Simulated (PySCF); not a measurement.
**TDDFT excited states: C3H10ClPSi**

C₃H₁₀ClPSi.
InChI=1S/C3H10ClPSi/c1-2-6(5)3-4/h6H,2-3,5H2,1H3/t6-/m0/s1

Method used: PySCF, TDDFT PBE0/def2-SVPD, vertical, gas phase, core orbitals frozen in the response. Isolated species at its GFN2-xTB geometry (one conformer only). Torsions of this conformer, `[CH3:1][CH2:2][Si@H:3]([PH2:4])[CH2:5][Cl:6]`: C1–C2–Si3–P4 52°, C2–Si3–C5–Cl6 -52°, H–P4–Si3–C2 162°, H–P4–Si3–C2 69°.

Question: What does the calculation give for the low-lying excited states?

Answer: 

| state | E (eV) | ν̃ (cm⁻¹) | f | main configurations (H = HOMO, L = LUMO) |
| --- | --- | --- | --- | --- |
| S1 | 6.16 | 49690 | 0.013 | H→L (92%) |
| S2 | 6.55 | 52830 | 0.034 | H-1→L (92%) |
| S3 | 6.66 | 53730 | 0.022 | H→L+1 (68%), H→L+2 (27%) |
| S4 | 7.02 | 56610 | 0.010 | H-2→L (46%), H-3→L (42%) |
| S5 | 7.07 | 57010 | 0.260 | H→L+2 (60%), H→L+1 (26%) |
| S6 | 7.14 | 57610 | 0.0053 | H-1→L+1 (85%), H-1→L+2 (9%) |

Triplets (Tamm–Dancoff): T1 5.60 eV, H→L (64%), H→L+1 (9%), H→L+4 (9%); T2 5.69 eV, H→L+1 (44%), H→L+2 (33%).

The lowest singlet lies at 6.16 eV (201 nm, ultraviolet) and is weak; its leading configuration is HOMO→LUMO (92%). The most intense listed level is S5 at 7.07 eV (175 nm, f = 0.260), 0.91 eV above S1. Löwdin shares by element: HOMO phosphorus 61%, silicon 14%, hydrogen 13% or more; LUMO chlorine 29%, phosphorus 20%, carbon 16% or more, silicon 10% (atoms not listed hold the other 25%). The listed states span 0.98 eV, and the widest gap between neighbours is 0.39 eV (S1 to S2). Weighted by f, the mean energy of these states is 6.96 eV. Of the 6 states listed, 5 reach f = 0.01 and none stays under 0.0005. Only the lowest 6 singlets were computed, as vertical energies without vibronic structure.
